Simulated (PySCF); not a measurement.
Ga(H)(OH)2, SMILES [OH][GaH][OH] (H3GaO2), PBE0/def2-SVP optimised geometry.

```
6

Ga     0.16     0.38     0.00
H      1.71     0.38     0.00
O     -0.75     1.91     0.00
H     -1.71     1.78     0.00
O     -0.90    -1.06     0.00
H     -0.44    -1.91     0.00
```

Density from PySCF with PBE0/def2-TZVP at that geometry.

Minimum of the electron density along straight lines between bonded atoms, close to the bond critical point (lines longer than 1.1 times the sum of covalent radii, or with two minima, are not listed):

```tsv
bond	length / Å	ρ at the minimum / e bohr⁻³	∇²ρ there / e bohr⁻⁵	position (fraction from the first atom)
Ga1–H2	1.550	___	0.14	0.60
Ga1–O3	1.776	0.138	0.75	0.48
O3–H4	0.963	0.356	-2.39	0.80
Ga1–O5	1.784	0.135	0.73	0.48
O5–H6	0.962	0.358	-2.40	0.80
```

Q: Some entries are withheld; supply them.

A: 
- Ga1–H2, ρ at the minimum / e bohr⁻³: 0.119
